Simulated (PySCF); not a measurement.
WOF3, SMILES [O]=[W+]([F])([F])[F], charge +1, multiplicity 1. Geometry: B3LYP-D3(BJ)/def2-SVP. The multiplicity is an assumed one; other spin states were not compared. The isomer is the one that the SMILES or the coordinates give; other isomers of the formula were not compared. The def2 effective core potentials stand for the cores of W; spin–orbit coupling is left out.

The numbers are results of PySCF with B3LYP-D3(BJ)/def2-SVP, not measurements.

Harmonic wavenumbers (cm⁻¹): 180, 180, 211, 298, 298, 789, 800, 800, 1120. Rotational constants (GHz): 3.510, 3.510, 2.919; symmetry number 3.

**Question.** Work out the zero-point energy and the ideal-gas rigid-rotor harmonic-oscillator thermochemistry at 298.15 K and 1 atm.

**Answer.** ZPE = ½ Σ hcν = ½ × 4674 cm⁻¹ = 27.95 kJ/mol. H − E(el) = 45.32 kJ/mol. Entropy in J/(mol K): translation 177.94, rotation 102.14, vibration 42.88, total 322.96. G − E(el) = -50.97 kJ/mol. Cp = 79.91 J/(mol K).
